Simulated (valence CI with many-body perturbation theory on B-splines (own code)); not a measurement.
# E1 line list for Sm55+

Computed by relativistic CI+MBPT: five valence electrons over a frozen Dirac-Fock core [He], a basis of 9 s, 9 p, 8 d, 6 f, 3 g, 1 h functions for each j, with the one-electron correlation potential Σ1, the two-electron term Σ2, the three-electron term Σ3, Breit, model QED; selected CI, second order for the rest (own B-spline code, finite nucleus).

No measured spectrum was set against this ion. As an estimate, large intervals hold to a few tenths of a per cent, small ones and those within an open d or f shell to about a per cent. Among the levels kept, up to 1200 cm⁻¹ of a level comes from second order outside the variational space, and about a tenth of that is noise between levels of different J, which matters for small intervals.

Lines 151 to 200 of 261 in falling wavelength, among levels below 7407.0 eV, chosen from the strongest by gf and those to the six lowest levels. Wavelengths and rates use the calculated energies. Electric multipoles are in the length gauge, E1 and E2 with the static RPA response of the core. Weak lines are less certain than strong ones. Lines between different terms over intervals too small for the method are left out, as are lines whose strength nearly cancels. The highest levels of a list are the least certain.

Levels are named by their leading jj configuration (3d3/2^4 stands for four electrons in 3d with j = 3/2), which in mixed levels can hold well under half, so a name can repeat and another be missing. Letters in brackets count levels of one name in rising energy.

```
λ vac (Å)                               Upper                       Lower   A (s⁻¹)  S (a.u.) with core polarisation  S without
    2.031     (2s 2p1/2^2 2p3/2 3s) J=3/2 [b]  (2s 2p1/2^2 2p3/2^2) J=1/2  7.70e+11                         1.27e-05   1.27e-05
    2.029     (2s^2 2p1/2 2p3/2 3s) J=3/2 [a]  (2s^2 2p1/2 2p3/2^2) J=5/2  9.69e+12                         1.60e-04   1.60e-04
    2.028  (2s^2 2p1/2 2p3/2 3p3/2) J=1/2 [b]  (2s 2p1/2^2 2p3/2^2) J=1/2  8.14e+12                         6.70e-05   6.69e-05
    2.027             (2s^2 2p3/2^2 3s) J=5/2        (2s^2 2p3/2^3) J=3/2  1.72e+13                         4.25e-04   4.24e-04
    2.027     (2s 2p1/2^2 2p3/2 3s) J=3/2 [a]  (2s 2p1/2^2 2p3/2^2) J=5/2  7.04e+13                         1.16e-03   1.15e-03
    2.025             (2s^2 2p1/2^2 3s) J=1/2  (2s^2 2p1/2^2 2p3/2) J=3/2  9.31e+13                         7.63e-04   7.62e-04
    2.023         (2s^2 2p1/2 2p3/2 3s) J=5/2  (2s^2 2p1/2 2p3/2^2) J=5/2  4.51e+13                         1.11e-03   1.10e-03
    2.022     (2s^2 2p1/2 2p3/2 3s) J=3/2 [a]  (2s^2 2p1/2 2p3/2^2) J=3/2  3.96e+13                         6.47e-04   6.46e-04
    2.022     (2s^2 2p1/2 2p3/2 3s) J=3/2 [b]  (2s^2 2p1/2 2p3/2^2) J=5/2  6.82e+13                         1.11e-03   1.11e-03
    2.020  (2s^2 2p1/2 2p3/2 3p3/2) J=5/2 [a]  (2s 2p1/2^2 2p3/2^2) J=5/2  5.96e+12                         1.45e-04   1.45e-04
    2.019         (2s^2 2p1/2 2p3/2 3s) J=1/2  (2s^2 2p1/2 2p3/2^2) J=3/2  8.06e+13                         6.55e-04   6.54e-04
    2.019  (2s^2 2p1/2 2p3/2 3p3/2) J=3/2 [a]  (2s 2p1/2^2 2p3/2^2) J=5/2  2.76e+11                         4.49e-06   4.48e-06
    2.016         (2s^2 2p1/2 2p3/2 3s) J=5/2  (2s^2 2p1/2 2p3/2^2) J=3/2  3.19e+12                         7.74e-05   7.73e-05
    2.014     (2s^2 2p1/2 2p3/2 3s) J=3/2 [b]  (2s^2 2p1/2 2p3/2^2) J=3/2  1.33e+13                         2.14e-04   2.14e-04
    2.012  (2s^2 2p1/2 2p3/2 3p3/2) J=3/2 [b]  (2s 2p1/2^2 2p3/2^2) J=5/2  5.70e+11                         9.17e-06   9.14e-06
    2.009  (2s^2 2p1/2 2p3/2 3p3/2) J=5/2 [b]  (2s 2p1/2^2 2p3/2^2) J=5/2  5.58e+10                         1.34e-06   1.33e-06
    2.004     (2s 2p1/2^2 2p3/2 3s) J=3/2 [b]  (2s 2p1/2^2 2p3/2^2) J=5/2  1.13e+13                         1.80e-04   1.79e-04
    1.947  (2s 2p1/2^2 2p3/2 3d3/2) J=3/2 [a]  (2s 2p1/2^2 2p3/2^2) J=1/2  3.41e+13                         4.97e-04   4.97e-04
    1.946  (2s 2p1/2^2 2p3/2 3d3/2) J=1/2 [a]  (2s 2p1/2^2 2p3/2^2) J=1/2  1.61e+13                         1.17e-04   1.17e-04
    1.941  (2s 2p1/2^2 2p3/2 3p1/2) J=3/2 [a]  (2s^2 2p1/2 2p3/2^2) J=1/2  5.19e+10                         7.49e-07   7.49e-07
    1.931  (2s^2 2p1/2 2p3/2 3d3/2) J=3/2 [a]  (2s^2 2p1/2 2p3/2^2) J=1/2  2.48e+13                         3.53e-04   3.53e-04
    1.930  (2s 2p1/2^2 2p3/2 3d3/2) J=3/2 [b]  (2s 2p1/2^2 2p3/2^2) J=1/2  2.93e+13                         4.16e-04   4.16e-04
    1.929  (2s^2 2p1/2 2p3/2 3d3/2) J=1/2 [a]  (2s^2 2p1/2 2p3/2^2) J=1/2  3.29e+13                         2.33e-04   2.33e-04
    1.929      (2s 2p1/2^2 2p3/2 3p1/2) J=5/2  (2s^2 2p1/2 2p3/2^2) J=5/2  1.32e+11                         2.80e-06   2.80e-06
    1.929      (2s 2p1/2^2 2p3/2 3d5/2) J=5/2  (2s 2p1/2^2 2p3/2^2) J=3/2  5.97e+13                         1.27e-03   1.27e-03
    1.925  (2s 2p1/2^2 2p3/2 3d3/2) J=5/2 [b]  (2s 2p1/2^2 2p3/2^2) J=3/2  1.72e+13                         3.63e-04   3.64e-04
    1.924  (2s 2p1/2^2 2p3/2 3d3/2) J=1/2 [b]  (2s 2p1/2^2 2p3/2^2) J=1/2  3.30e+14                         2.32e-03   2.32e-03
    1.923  (2s 2p1/2^2 2p3/2 3d3/2) J=5/2 [a]  (2s 2p1/2^2 2p3/2^2) J=5/2  6.08e+13                         1.28e-03   1.28e-03
    1.923  (2s 2p1/2^2 2p3/2 3p1/2) J=3/2 [a]  (2s^2 2p1/2 2p3/2^2) J=3/2  1.97e+12                         2.76e-05   2.76e-05
    1.922  (2s^2 2p1/2 2p3/2 3d3/2) J=3/2 [b]  (2s^2 2p1/2 2p3/2^2) J=1/2  1.69e+13                         2.37e-04   2.37e-04
    1.922      (2s 2p1/2^2 2p3/2 3p1/2) J=1/2  (2s^2 2p1/2 2p3/2^2) J=1/2  7.41e+12                         5.19e-05   5.19e-05
    1.922  (2s 2p1/2^2 2p3/2 3d3/2) J=3/2 [a]  (2s 2p1/2^2 2p3/2^2) J=5/2  1.08e+14                         1.51e-03   1.51e-03
    1.921      (2s 2p1/2^2 2p3/2 3d3/2) J=7/2  (2s 2p1/2^2 2p3/2^2) J=5/2  2.46e+11                         6.90e-06   6.91e-06
    1.919  (2s^2 2p1/2 2p3/2 3d3/2) J=3/2 [a]  (2s^2 2p1/2 2p3/2^2) J=5/2  2.43e+13                         3.39e-04   3.40e-04
    1.918  (2s^2 2p1/2 2p3/2 3d3/2) J=5/2 [a]  (2s^2 2p1/2 2p3/2^2) J=5/2  4.07e+13                         8.51e-04   8.51e-04
    1.917  (2s 2p1/2^2 2p3/2 3p1/2) J=3/2 [b]  (2s^2 2p1/2 2p3/2^2) J=1/2  6.85e+12                         9.53e-05   9.53e-05
    1.916          (2s^2 2p1/2^2 3d3/2) J=3/2  (2s^2 2p1/2^2 2p3/2) J=3/2  1.23e+14                         1.71e-03   1.71e-03
    1.916  (2s^2 2p1/2 2p3/2 3d3/2) J=1/2 [b]  (2s^2 2p1/2 2p3/2^2) J=1/2  1.39e+13                         9.67e-05   9.68e-05
    1.914      (2s^2 2p1/2 2p3/2 3d3/2) J=7/2  (2s^2 2p1/2 2p3/2^2) J=5/2  4.22e+12                         1.17e-04   1.17e-04
    1.913  (2s^2 2p1/2 2p3/2 3d3/2) J=3/2 [a]  (2s^2 2p1/2 2p3/2^2) J=3/2  5.29e+13                         7.31e-04   7.31e-04
    1.912  (2s^2 2p1/2 2p3/2 3d5/2) J=3/2 [a]  (2s^2 2p1/2 2p3/2^2) J=1/2  5.84e+13                         8.07e-04   8.07e-04
    1.911  (2s^2 2p1/2 2p3/2 3d3/2) J=1/2 [a]  (2s^2 2p1/2 2p3/2^2) J=3/2  6.78e+13                         4.68e-04   4.68e-04
    1.911  (2s^2 2p1/2 2p3/2 3d3/2) J=3/2 [b]  (2s^2 2p1/2 2p3/2^2) J=5/2  6.50e+13                         8.95e-04   8.95e-04
    1.910  (2s^2 2p1/2 2p3/2 3d3/2) J=5/2 [b]  (2s^2 2p1/2 2p3/2^2) J=5/2  8.00e+12                         1.65e-04   1.65e-04
    1.906  (2s 2p1/2^2 2p3/2 3p1/2) J=3/2 [b]  (2s^2 2p1/2 2p3/2^2) J=5/2  2.16e+13                         2.96e-04   2.96e-04
    1.906  (2s^2 2p1/2 2p3/2 3d5/2) J=7/2 [a]  (2s^2 2p1/2 2p3/2^2) J=5/2  2.04e+13                         5.57e-04   5.57e-04
    1.905  (2s 2p1/2^2 2p3/2 3d3/2) J=3/2 [b]  (2s 2p1/2^2 2p3/2^2) J=5/2  8.23e+13                         1.12e-03   1.12e-03
    1.904  (2s^2 2p1/2 2p3/2 3d3/2) J=3/2 [b]  (2s^2 2p1/2 2p3/2^2) J=3/2  1.16e+12                         1.59e-05   1.58e-05
    1.904  (2s^2 2p1/2 2p3/2 3d5/2) J=3/2 [b]  (2s^2 2p1/2 2p3/2^2) J=1/2  6.43e+14                         8.76e-03   8.76e-03
    1.904      (2s 2p1/2^2 2p3/2 3p1/2) J=1/2  (2s^2 2p1/2 2p3/2^2) J=3/2  1.70e+13                         1.16e-04   1.16e-04
```
